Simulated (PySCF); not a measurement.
C7H12 (charge +1 and doublet state).
Geometry (GFN2-xTB, Å), atoms numbered from 1 in this order:
```
atom  x, y, z in Å
C1     2.1993    0.6394    0.3629
C2     1.5336   -0.2308   -0.6779
C3     0.0810   -0.1766   -0.7393
C4    -0.8545   -0.7671   -1.5709
C5    -1.9988   -0.3334   -0.7515
C6    -0.9783    0.4245    0.1505
C7    -0.9305    0.0170    1.6129
H8     2.0131    0.2610    1.3688
H9     3.2764    0.6406    0.2163
H10    1.8303    1.6621    0.3198
H11    1.8713   -1.2749   -0.5787
H12    1.8925    0.0316   -1.6896
H13   -0.7909   -1.3148   -2.4949
H14   -2.7297    0.2881   -1.2763
H15   -2.5610   -1.1374   -0.2709
H16   -1.0594    1.5087    0.0638
H17   -1.8834    0.2732    2.0735
H18   -0.7651   -1.0526    1.7160
H19   -0.1558    0.5506    2.1581
```

The hyperfine couplings belong to this conformer and change with its torsions.

As a line formula: `CC[C+]1[CH]C[C@H]1C` [radical] (charge +1).

The calculation used UKS B3LYP, pcH-1 on C H, non-relativistic, mean-field spin-orbit, GIAO (PySCF). Isolated species at its GFN2-xTB geometry (one conformer only). Couplings are sensitive to structure, and on GFN2-xTB geometries they can be far from those on DFT ones, by a factor of two or more for some ions and for spin on atoms past the first row. No stability test was run, so a lower SCF solution isn't excluded.

Principal values of hyperfine tensors in MHz (contact and dipolar terms together), for some of the nuclei:

```csv
atom,isotope,A1,A2,A3
H14,1H,122.59,123.94,135.49
H12,1H,120.96,127.03,133.92
H11,1H,99.31,103.04,113.80
H15,1H,77.41,78.96,91.84
H16,1H,34.52,35.33,45.49
C4,13C,-8.38,-5.70,125.34
H13,1H,-54.81,-38.17,-9.20
H8,1H,14.10,14.73,19.01
```

**Question.** Split each tensor into its isotropic and traceless parts, and turn a_iso into mT with g = 2.0027.

**Answer.** a_iso = (A1 + A2 + A3)/3, Ti = Ai − a_iso; 1 mT corresponds to 28.031 MHz.

```json
{"atom": "H14", "a_iso (MHz)": "127.34", "a_iso (mT)": "4.543", "T1": "-4.75", "T2": "-3.40", "T3": "8.15"}
{"atom": "H12", "a_iso (MHz)": "127.30", "a_iso (mT)": "4.541", "T1": "-6.34", "T2": "-0.27", "T3": "6.61"}
{"atom": "H11", "a_iso (MHz)": "105.38", "a_iso (mT)": "3.760", "T1": "-6.07", "T2": "-2.35", "T3": "8.42"}
{"atom": "H15", "a_iso (MHz)": "82.74", "a_iso (mT)": "2.952", "T1": "-5.32", "T2": "-3.78", "T3": "9.10"}
{"atom": "H16", "a_iso (MHz)": "38.45", "a_iso (mT)": "1.372", "T1": "-3.93", "T2": "-3.12", "T3": "7.04"}
{"atom": "C4", "a_iso (MHz)": "37.09", "a_iso (mT)": "1.323", "T1": "-45.47", "T2": "-42.79", "T3": "88.26"}
{"atom": "H13", "a_iso (MHz)": "-34.06", "a_iso (mT)": "-1.215", "T1": "-20.75", "T2": "-4.11", "T3": "24.86"}
{"atom": "H8", "a_iso (MHz)": "15.95", "a_iso (mT)": "0.569", "T1": "-1.85", "T2": "-1.22", "T3": "3.06"}
```

**Question.** What spin density at the nucleus of H16 lies behind its contact coupling (g_N = 5.58569)?

**Answer.** a_FC = 800.24 MHz bohr³ × g_N × ρ(0)/(2S). With a_FC = 38.45 MHz and 2S = 1, ρ(0) = 0.008601 bohr⁻³. In magnitude that is 2.7 % of the 1/π = 0.318 of a free hydrogen atom.

**Question.** H17 (1H, g_N = 5.58569) isn't in the table. Its spin density at the nucleus is 0.004927 bohr⁻³. What is its contact coupling?

**Answer.** By the same relation, a_FC = 22.0 MHz. Its full tensor has the principal values 19.44, 21.51, 25.12 MHz.

**Question.** Name the largest traceless tensor T of the table and describe it.

**Answer.** C4: -45.5, -42.8, 88.3 MHz, nearly axial, close to the ratio −1:−1:+2, the form that spin in one p orbital centred on that nucleus gives.

**Question.** In a single crystal, with the field along each principal axis of the tensor of H14 in turn, what first-order splitting does this nucleus give (isotropic g, quadrupole terms neglected)?

**Answer.** 2 lines (I = 1/2), spaced by |A_i|/(g × 13.996): 4.37, 4.42, 4.83 mT along the axes of A1, A2 and A3.

The run took 97 s (grids of density and orbitals included) on one thread, Arm Neoverse V1 (aarch64) (shared host), and the process peaked at 1.1 GiB of memory.
